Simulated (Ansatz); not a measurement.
`NCS[SiH3]` + `NC(O)O` → `OC(O)N[SiH3]` + `NCS`  (ligand exchange at the Si–S bond)

Gas-phase electronic energies from Ansatz, PBE0-D4/def2-TZVP geometries. CCSD(T)/CBS is the MP2 limit (def2-TZVPP, def2-QZVPP) plus CCSD(T) − MP2 in def2-TZVPP, frozen cores. Functionals use def2-TZVPP. Each species was taken in one conformer, which may not be the lowest.

`NCS[SiH3]`:

Z-matrix (Å, degrees):
```
C
S 1 1.833
N 1 1.438 2 108.0
H 1 1.099 2 107.9 3 -125.3
H 1 1.091 2 108.3 3 117.8
Si 2 2.124 1 99.2 3 152.9
H 3 1.012 1 111.1 2 166.9
H 3 1.012 1 111.4 2 -71.6
H 6 1.483 2 106.2 1 -176.4
H 6 1.489 2 110.7 1 -56.6
H 6 1.488 2 112.4 1 63.9
```

`NC(O)O`:

Z-matrix (Å, degrees):
```
C
O 1 1.398
O 1 1.390 2 112.8
N 1 1.431 2 105.1 3 -119.8
H 1 1.101 2 110.0 3 116.0
H 2 0.961 1 107.2 3 -57.5
H 3 0.966 1 105.7 2 -72.1
H 4 1.011 1 110.6 2 -44.7
H 4 1.011 1 110.7 2 -166.0
```

`OC(O)N[SiH3]`:

Cartesian coordinates in Å:
```
O -1.697 -0.650 0.585
C -0.591 0.184 0.734
O -0.380 0.311 2.118
N 0.540 -0.364 0.077
Si 0.919 -0.032 -1.579
H -2.345 -0.396 1.250
H -0.793 1.175 0.294
H 0.437 0.803 2.240
H 0.751 -1.286 0.437
H 0.807 1.438 -1.763
H 0.040 -0.695 -2.582
H 2.313 -0.488 -1.811
```

`NCS`:

```xyz
8

N     0.616    0.298    0.910
C    -0.025    0.327   -0.384
S     0.168   -1.226   -1.295
H     0.550    1.206    1.357
H     0.174   -0.380    1.517
H     0.473    1.076   -1.004
H    -1.095    0.570   -0.378
H    -0.861   -1.872   -0.723
```

CCSD(T)/CBS gives +0.18 eV.

(1) Another level gave +0.26 eV. Which?
A. HF/def2-TZVPP
B. PBE/def2-TZVPP
C. r2SCAN-D4/def2-TZVPP
D. ωB97X-V/def2-TZVPP

Largest T1 diagnostic among the species: 0.011.

## Answers

(1) B. PBE 0.26, ωB97X-V 0.16, HF/def2-TZVPP 0.08, r2SCAN-D4 0.21 eV.

In def2-TZVPP, CCSD(T) changes the Hartree–Fock value by +0.07 eV (the triples alone add +0.02 eV) and MP2 by +0.09 eV.
